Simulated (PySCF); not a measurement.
C4H7FOSe.
Numbering: `[CH3:1][O:2][C@H:3]([F:4])[C:5]([CH3:6])=[Se:7]` (hydrogens: H8, H9, H10 on C1; H11 on C3; H12, H13, H14 on C6)

Structure used (GFN2-xTB), in Å, numbered top down from 1:
```
atom  x, y, z in Å
C1     2.4663    0.1016    0.2976
O2     1.1617    0.6355    0.1784
C3     0.1484   -0.2316    0.4584
F4     0.0714   -1.2201   -0.5183
C5    -1.1433    0.5343    0.5357
C6    -2.3607   -0.1426    0.0334
Se7   -1.0970    2.1540    1.2094
H8     2.6251   -0.7044   -0.4241
H9     3.1450    0.9246    0.0894
H10    2.6383   -0.2763    1.3115
H11    0.3226   -0.7962    1.3993
H12   -3.2405    0.4718    0.2034
H13   -2.2541   -0.3389   -1.0354
H14   -2.4838   -1.1120    0.5191
```

PySCF closed-shell single points with density fitting, gas phase. The input was altered on purpose; the results of an altered input aren't properties of the species above.

**Question.** What comes out at B3LYP/ANO-RCC-VDZP with: at most 62 cycles, bond C1–O2 scaled by 0.1?

**Answer.** E = -2626.4749 Eh; HOMO -6.23 eV, LUMO -3.38 eV (gap 2.85 eV), in 12 cycles. The distance C1···O2 goes from 1.415 to 0.141 Å, the nuclear repulsion from 529.56 to 665.26 Eh. Only O2 was moved, along that bond; its nearest neighbour is now C1 at 0.141 Å. The response step found this closed-shell solution unstable or close to it.

Coordinates of the altered input:
```
atom  x, y, z in Å
C1     2.4664    0.1016    0.2975
O2     2.3359    0.1550    0.2856
C3     0.1483   -0.2317    0.4586
F4     0.0715   -1.2205   -0.5179
C5    -1.1434    0.5344    0.5356
C6    -2.3609   -0.1426    0.0337
Se7   -1.0966    2.1547    1.2080
H8     2.6259   -0.7025   -0.4261
H9     3.1451    0.9252    0.0915
H10    2.6377   -0.2787    1.3104
H11    0.3223   -0.7961    1.3999
H12   -3.2406    0.4719    0.2029
H13   -2.2539   -0.3399   -1.0351
H14   -2.4842   -1.1117    0.5201
```

The SCF part of the output:
```
final grid: 118328 points
cycle   1  E = -2626.2122297474  dE =  2.560e+01  |g| = 1.592e+00  |ddm| = 1.196e+02
cycle   2  E = -2626.1637525057  dE =  4.848e-02  |g| = 1.257e+00  |ddm| = 1.480e+01
cycle   3  E = -2626.2934853750  dE = -1.297e-01  |g| = 8.262e-01  |ddm| = 6.735e+00
cycle   4  E = -2626.4599331310  dE = -1.664e-01  |g| = 2.255e-01  |ddm| = 3.235e+00
cycle   5  E = -2626.4733627151  dE = -1.343e-02  |g| = 7.848e-02  |ddm| = 4.280e-01
cycle   6  E = -2626.4748185944  dE = -1.456e-03  |g| = 1.680e-02  |ddm| = 1.947e-01
cycle   7  E = -2626.4748870908  dE = -6.850e-05  |g| = 3.626e-03  |ddm| = 4.200e-02
cycle   8  E = -2626.4748903821  dE = -3.291e-06  |g| = 1.384e-03  |ddm| = 4.048e-02
cycle   9  E = -2626.4748908852  dE = -5.031e-07  |g| = 3.993e-04  |ddm| = 7.295e-03
cycle  10  E = -2626.4748909247  dE = -3.955e-08  |g| = 6.528e-05  |ddm| = 1.221e-03
cycle  11  E = -2626.4748909260  dE = -1.298e-09  |g| = 1.393e-05  |ddm| = 2.749e-04
cycle  12  E = -2626.4748909261  dE = -1.005e-10  |g| = 5.285e-06  |ddm| = 8.116e-05
converged SCF energy = -2626.4748909261
```
